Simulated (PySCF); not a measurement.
Ag₂, SMILES [Ag][Ag], multiplicity 1. Atoms are numbered in the order given.

```xyz
2

Ag     0.0000     0.0000    -1.2882
Ag     0.0000     0.0000     1.2882
```
Charge 0, spin multiplicity 1.

Coordinates come from a PBE0-D3(BJ)/def2-TZVPD optimisation. The multiplicity is an assumed one; other spin states were not compared. The def2 effective core potentials stand for the cores of Ag; spin–orbit coupling is left out.

All values below come from CAM-B3LYP/def2-TZVPD (PySCF).

### Question
Estimate the frontier levels, gap, dipole moment and polarisability. (The exact figures need the calculation; the answer reports its results.)

### Answer

| Item | Value |
|---|---|
| highest occupied level | -6.69 eV |
| lowest empty level | -1.63 eV |
| orbital gap | 5.06 eV |
| dipole moment | 0.00 D |
| quadrupole, principal values (traceless, Buckingham form, about the centre of nuclear charge) | -4.36, -4.36, 8.72 D·Å |
| mean static polarisability | 91.1 bohr³ (13.50 Å³) |
| polarisability, principal values | 69.2, 69.2, 135.0 bohr³ |
